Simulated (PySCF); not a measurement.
## Cost of excited-state runs on `InChI=1S/C5H9FOSi2/c6-4-1-2-8-9-5(7)3-4/h3H,1-2,8-9H2`

Molfile (atoms numbered from 1):
```
C5H9FOSi2
     RDKit          3D

 18 18  0  0  0  0  0  0  0  0999 V2000
    2.0599    2.1864    0.8356 O   0  0  0  0  0  0  0  0  0  0  0  0
    1.3221    1.4646    0.1869 C   0  0  0  0  0  0  0  0  0  0  0  0
   -0.0019    1.9569   -0.2055 C   0  0  0  0  0  0  0  0  0  0  0  0
   -1.0804    1.2695   -0.5836 C   0  0  0  0  0  0  0  0  0  0  0  0
   -2.1763    2.0124   -0.8835 F   0  0  0  0  0  0  0  0  0  0  0  0
   -1.3646   -0.1924   -0.7056 C   0  0  0  0  0  0  0  0  0  0  0  0
   -1.1943   -0.9639    0.6178 C   0  0  0  0  0  0  0  0  0  0  0  0
    0.5374   -1.7599    0.8026 Si  0  0  0  0  0  4  0  0  0  0  0  0
    1.9658   -0.2871   -0.2691 Si  0  0  0  0  0  4  0  0  0  0  0  0
   -0.1088    3.0344   -0.1403 H   0  0  0  0  0  0  0  0  0  0  0  0
   -2.4000   -0.2752   -1.0464 H   0  0  0  0  0  0  0  0  0  0  0  0
   -0.7312   -0.6274   -1.4832 H   0  0  0  0  0  0  0  0  0  0  0  0
   -1.3980   -0.2897    1.4503 H   0  0  0  0  0  0  0  0  0  0  0  0
   -1.9603   -1.7377    0.6637 H   0  0  0  0  0  0  0  0  0  0  0  0
    0.4744   -3.0725    0.1421 H   0  0  0  0  0  0  0  0  0  0  0  0
    0.7707   -2.0193    2.2271 H   0  0  0  0  0  0  0  0  0  0  0  0
    1.9024   -0.3874   -1.7375 H   0  0  0  0  0  0  0  0  0  0  0  0
    3.3744   -0.3054    0.1169 H   0  0  0  0  0  0  0  0  0  0  0  0
  1  2  2  0
  2  3  1  0
  3  4  2  0
  4  5  1  0
  4  6  1  0
  6  7  1  0
  7  8  1  0
  8  9  1  0
  9  2  1  0
  3 10  1  0
  6 11  1  0
  6 12  1  0
  7 13  1  0
  7 14  1  0
  8 15  1  0
  8 16  1  0
  9 17  1  0
  9 18  1  0
M  END
```

PySCF with density fitting, on 1 thread of an Arm Neoverse N1, shared host. Command: `OMP_NUM_THREADS=1 python excited_run.py task.json out`

(1) How long does this run take, and how much memory?
- excited states, B3LYP/def2-SVP; Tamm-Dancoff; spin-orbit couplings; 8 states; 4 triplets; quadratic response for 4 states

Results:

(1) 
```csv
run,level,basis functions,wall time,peak memory (GiB)
excited states,B3LYP/def2-SVP,179,55 s,0.85
```
Times from a shared host are rough.
